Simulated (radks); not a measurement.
Q: Te25+, 27 electrons, occupied as [Ar] 3d9. Method: scalar-relativistic Kohn-Sham, PBEsol, spin-polarised, spherical densities, finite nucleus; open shells are filled with parallel spins first (spin-orbit coupling, left out, can overturn this in heavy ions); Fermi nuclear charge, rms radius 4.7423 fm; computed with a radial shooting solver on a logarithmic mesh with Libxc functionals. Some entries of the table are withheld. Estimate them.

orbital  occ.  eigenvalue (hartree)  <r> (bohr)  <r^2> (bohr^2)
1s up       1             -1193.387     0.02782        0.001049
1s down     1             -1193.386     0.02782        0.001049
2s up       1             -209.1279      0.1196         0.01687
2s down     1             -209.0343      0.1196         0.01686
2p up       3             -191.0674      0.1045         0.01332
2p down     3             -190.9956      0.1045         0.01331
3s up       1                   (1)      0.3146          0.1128
3s down     1                   (2)      0.3147          0.1129
3p up       3             -58.23525      0.3106          0.1115
3p down     3             -58.12757      0.3108          0.1116
3d up       5                   (3)      0.2834         0.09419
3d down     4                   (4)      0.2837         0.09441

A: 
(1) 3s up eigenvalue (hartree): -64.11849
(2) 3s down eigenvalue (hartree): -64.01285
(3) 3d up eigenvalue (hartree): -49.60618
(4) 3d down eigenvalue (hartree): -49.47806
